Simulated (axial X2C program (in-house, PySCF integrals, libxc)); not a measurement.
# Correcting the dissociation energy of CaCl⁺ for spin–orbit coupling

A spin-free CCSD(T) curve (one-electron X2C) was computed with an in-house relativistic program for diatomic molecules, basis Ca dyall-cv3z [11s12p6d4f], Cl dyall-av3z [9s8p3d2f] (cores contracted in-house), for the state M_S = 0, Λ = 0 (closed shell). It gives D0 = 4.150 eV to Ca+ + Cl, which in a spin-free picture are the weighted means of the ground terms.

Correlated methods: 8 electrons correlated (number of frozen shells: Ca 3 s, 2 p; Cl 2 s, 1 p), 250 virtual spin orbitals or spinors in MP2, 88 natural virtuals in coupled cluster.

Measured levels of the ground terms (NIST Handbook of Basic Atomic Spectroscopic Data), in cm⁻¹: Ca+ 2S: J = 1/2 at 0; Cl 2P: J = 3/2 at 0, J = 1/2 at 882.4.

The molecular state has Λ = 0, so it has no first-order lowering.

Problem. How far does each ground level lie under the (2J+1)-weighted mean of its term?

Solution. Ca+: a single level, 0; Cl: (4 × 0 + 2 × 882.4)/6 = 294 cm⁻¹.

Problem. Correct D0.

Solution. D0 = 4.150 + (0 − 294)/8065.5 = 4.114 eV at CCSD(T) with these spin–orbit terms. The direct two-component run gives 4.115 eV; the difference holds second-order terms in the molecule, scalar two-electron terms, the gap between measured and computed atomic splittings (a 2c atom can miss part of its lowering) and, in coupled cluster, the truncation of each run.

Second-order spin–orbit effects in the molecule, which grow quickly with Z, are left out. One determinant describes the state; a PBE0 search over occupations chose it and may have missed a lower one. De is counted from the lowest determinant-based energies of the atoms at the same level, without counterpoise correction. CCSD and (T) use frozen natural virtuals with an MP2 correction for the truncation; (T) itself is uncorrected, so its De runs slightly low. The outer-core s and p shells of the metal are frozen in the correlated rows, which leaves out core–valence correlation; for alkali and alkaline-earth bonds that tends to lengthen them.
